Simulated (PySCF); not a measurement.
This PySCF input asks for the NMR shieldings of `CP(C#C[PH2+][BH2-]C#N)CO`, C$_{5}$H$_{10}$BNOP$_{2}$; the geometry comes from GFN2-xTB.

```python
import basis_set_exchange as bse
import numpy as np
from pyscf import gto, dft
from pyscf.prop import nmr

atoms = """
C     2.785997    1.383154    0.157611
P     1.837298    0.516765   -1.177299
C     0.205468    0.850455   -0.594460
C    -0.943579    1.091839   -0.290862
P    -2.617886    1.120292    0.189621
B    -3.534773   -0.514485   -0.236639
C    -2.520475   -1.540641    0.340906
N    -1.741967   -2.277489    0.754478
C     1.908519   -1.223562   -0.451632
O     3.200329   -1.745731   -0.632972
H     3.805261    1.000116    0.142630
H     2.808407    2.452292   -0.045184
H     2.343464    1.201812    1.135814
H    -3.039818    2.354881   -0.294440
H    -2.499497    1.473151    1.528216
H    -4.582268   -0.514934    0.326380
H    -3.597820   -0.575559   -1.425414
H     1.134933   -1.849309   -0.912285
H     1.728628   -1.187970    0.626702
H     3.314632   -2.004398   -1.553903
"""
names = dict.fromkeys(["C", "P", "B", "N", "O", "H"], "pcSseg-1")
basis = {el: gto.basis.parse(bse.get_basis(n, elements=[el], fmt="nwchem")) for el, n in names.items()}
mol = gto.M(atom=atoms, basis=basis, charge=0, verbose=0)
mf = dft.RKS(mol, xc="PBE0")
mf.grids.level = 2
mf.grids.alignment = dft.numint.BLKSIZE   # the property module wants whole blocks of grid points
mf.conv_tol = 1e-9
mf.kernel()

calc = nmr.RKS(mf)   # GIAO
C = mf.mo_coeff
Co = C[:, mf.mo_occ > 0]
resp = mf.gen_response(singlet=True, hermi=2)
def vind(x):   # induced exchange potential for any number of trial vectors
    d = np.einsum("pi,xij,qj->xpq", C, 2 * x.reshape(-1, C.shape[1], Co.shape[1]), Co, optimize=True)
    return np.einsum("xpq,pi,qj->xij", resp(d - d.transpose(0, 2, 1)), C, Co, optimize=True).ravel()
mo1, _ = nmr.rhf.solve_mo1(calc, with_cphf=vind)
sigma = calc.kernel(mo1)
for i, s in enumerate(sigma):   # ppm
    print("%2d %-2s %9.2f" % (i, mol.atom_pure_symbol(i), np.trace(s) / 3))
```

Question: What are the results?

Answer: 
```
 0 C     172.78
 1 P     414.48
 2 C      57.58
 3 C      98.07
 4 P     439.76
 5 B     148.63
 6 C      54.65
 7 N     -69.90
 8 C     113.36
 9 O     308.17
10 H      30.09
11 H      30.17
12 H      30.17
13 H      26.41
14 H      26.38
15 H      30.08
16 H      29.79
17 H      26.65
18 H      27.20
19 H      31.51
```

These numbers come from an equivalent density-fitted implementation of the same equations, which agrees with the script to about 0.01 ppm for H and up to a few tenths of a ppm for heavy atoms, so last digits may differ.

Size and cost of the density-fitted run: 234 basis functions, 51 s wall time on 1 thread of an Arm Neoverse V1, shared host; peak memory 1.1 GiB.
